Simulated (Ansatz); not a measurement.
Abridged output of a molecular run in Ansatz:

```
Functional definition: HF
1403 factors; integrals over basis functions are off by at most 9.0e-4 eV
mean field evaluation 1: about -75318.9870 eV, gradient 2.5e1 eV
mean field evaluation 2: about -75319.1996 eV, gradient 2.5e1 eV
mean field evaluation 4: about -75321.4035 eV, gradient 4.0e0 eV
mean field evaluation 8: about -75321.4625 eV, gradient 3.1e-1 eV
mean field evaluation 32: about -75314.4981 eV, gradient 1.3e0 eV
mean field -75321.46326599 eV, -2768.0127203035 hartree, gradient 3.0e-6 eV, S^2 0.000000; 0 other end points of the search recorded, 0 dependent functions left out; unrestricted orbitals would lower it
16 core orbitals not correlated: weight in the atoms' cores, before any rotation towards them, 1.000 or more for the frozen orbitals, at most 0.000 for the correlated occupied ones
reference -75321.46326599 eV, -2768.0127203035 hartree; 17, 17 occupied and 203, 203 virtual orbitals, 1403 factors
second order -19.95372052 eV of doubles, -0.00000000 eV of singles
cycle   1  -20.26013264 eV  change   -3.1e-1 eV  update   1.2e-1
cycle   2  -20.87344071 eV  change   -6.1e-1 eV  update   3.9e-2
cycle   3  -21.02703329 eV  change   -1.5e-1 eV  update   2.4e-2
cycle   4  -21.00951815 eV  change    1.8e-2 eV  update   8.4e-3
cycle   5  -21.00874537 eV  change    7.7e-4 eV  update   4.7e-3
cycle   6  -21.01020601 eV  change   -1.5e-3 eV  update   1.4e-3
cycle   7  -21.00984513 eV  change    3.6e-4 eV  update   6.0e-4
cycle   8  -21.01007731 eV  change   -2.3e-4 eV  update   1.9e-4
cycle   9  -21.01017140 eV  change   -9.4e-5 eV  update   8.0e-5
cycle  10  -21.01012980 eV  change    4.2e-5 eV  update   3.4e-5
perturbative correction -0.92770077 eV, -0.0340923745 hartree
Total energy: -75343.40109655 eV, -2768.8189207069 hartree
```

Its atoms:

Cartesian coordinates in Å:
```
Si -0.304 -0.861 -0.965
C -0.333 0.020 0.724
C 0.557 1.181 0.663
Se 2.236 1.239 1.186
H 1.053 -1.408 -1.200
H -1.309 -1.956 -0.947
H -0.651 0.109 -2.034
H -0.009 -0.709 1.470
H -1.373 0.313 0.904
H 0.133 2.072 0.199
```

(1) Which basis set was used?
A. def2-TZVPP
B. def2-SVP
C. def2-QZVPP
D. def2-SVPD

(2) Write the keys of the input that set method, charge and spin (a neutral closed shell needs none for the last two).

Results:

(1) A. It gives 236 functions.

(2) 
```yaml
correlation: {method: ccsd_t}
```
